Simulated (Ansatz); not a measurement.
Coupled-cluster run, C$_{2}$F$_{4}$O, SMILES `O=C(F)C(F)(F)F`.

```yaml
crystal:
  periodic: [false, false, false]
  atoms:
    - {symbol: O, position_ang: [1.064515, -1.394638, 0.698830]}
    - {symbol: C, position_ang: [0.090889, -0.797802, 0.435274]}
    - {symbol: F, position_ang: [-1.133672, -1.202290, 0.743061]}
    - {symbol: C, position_ang: [0.016717, 0.551853, -0.306547]}
    - {symbol: F, position_ang: [-0.698235, 0.415949, -1.419327]}
    - {symbol: F, position_ang: [-0.568649, 1.460376, 0.467953]}
    - {symbol: F, position_ang: [1.228435, 0.966552, -0.619244]}
basis:
  gaussian: {orbitals: def2-TZVPP}
correlation: {method: ccsd_t}
output: {orbitals: {seedname: orbitals}}
```

```sh
$ ansatz run in.yaml --threads 4 --pin off --events-out ev --progress --plain --max-ram 10444MiB
```

The program prints (abridged):

```
Functional definition: HF
1462 factors; integrals over basis functions are off by at most 8.8e-4 eV
mean field evaluation 1: about -14921.7113 eV, gradient 5.9e1 eV
mean field evaluation 2: about -14921.9843 eV, gradient 5.9e1 eV
mean field evaluation 4: about -14928.0159 eV, gradient 4.9e0 eV
mean field evaluation 8: about -14928.1114 eV, gradient 6.3e-1 eV
mean field evaluation 16: about -14928.1142 eV, gradient 4.3e-6 eV
mean field -14928.11420389 eV, -548.5980783536 hartree, gradient 4.3e-6 eV, S^2 0.000000; 0 other end points of the search recorded, 0 dependent functions left out
7 core orbitals not correlated: weight in the atoms' cores, before any rotation towards them, 1.000 or more for the frozen orbitals, at most 0.000 for the correlated occupied ones
reference -14928.11420389 eV, -548.5980783536 hartree; 21, 21 occupied and 189, 189 virtual orbitals, 1462 factors
second order -41.28697180 eV of doubles, -0.00000000 eV of singles
cycle   1  -40.22499608 eV  change     1.1e0 eV  update   1.4e-1
cycle   2  -41.12192118 eV  change   -9.0e-1 eV  update   4.2e-2
cycle   3  -41.32663134 eV  change   -2.0e-1 eV  update   1.9e-2
cycle   4  -41.29615210 eV  change    3.0e-2 eV  update   4.5e-3
cycle   5  -41.29154349 eV  change    4.6e-3 eV  update   2.0e-3
cycle   6  -41.29370990 eV  change   -2.2e-3 eV  update   6.0e-4
cycle   7  -41.29365040 eV  change    6.0e-5 eV  update   2.3e-4
cycle   8  -41.29339364 eV  change    2.6e-4 eV  update   7.5e-5
cycle   9  -41.29339782 eV  change   -4.2e-6 eV  update   3.0e-5
perturbative correction -1.46285939 eV, -0.0537590911 hartree
Total energy: -14970.87046110 eV, -550.1693418251 hartree
```

Hardware: 4 threads of an Arm Neoverse V2 on a shared host. Wall time 2.4 min, peak host memory 4 GiB.

MP2 recovers 96.6 % of the CCSD(T) correlation energy and the triples give 3.4 %; T1 = 0.0138.
